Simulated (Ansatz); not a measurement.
C2H2F3I, SMILES `FC(F)(F)CI`, relaxed with RKS PBE-D4/def2-SVP in Ansatz from a rough embedded geometry. The force threshold is 0.03 eV/Å; the program also tests the step.

The species carries charge 0 and has multiplicity 1. I: def2 effective core potential.

Start:

```xyz
8

F     0.799    1.509   -0.289
C     0.722    0.224    0.067
F     1.463   -0.472   -0.799
F     1.327    0.120    1.263
C    -0.701   -0.275    0.158
I    -1.672   -0.113   -1.736
H    -1.246    0.329    0.880
H    -0.693   -1.321    0.457
```

Problem. By how much does the energy fall, and how many steps does the optimiser take? (Best estimate.)

Solution. Computed: 5.04 kJ/mol, in 3 steps.

Problem. Which bonds change most? (An estimate is asked.)

Solution. The calculation gave: C5–I6 from 2.134 to 2.164 Å; C5–H8 from 1.088 to 1.104 Å; C5–H7 from 1.088 to 1.104 Å; C2–F4 from 1.344 to 1.357 Å.

Problem. Give the relaxed structure. (Estimate.)

Solution. Computed: 
```xyz
8

F     0.819    1.532   -0.283
C     0.747    0.233    0.068
F     1.492   -0.480   -0.800
F     1.311    0.106    1.296
C    -0.686   -0.266    0.142
I    -1.746   -0.138   -1.741
H    -1.248    0.340    0.873
H    -0.690   -1.328    0.445
```
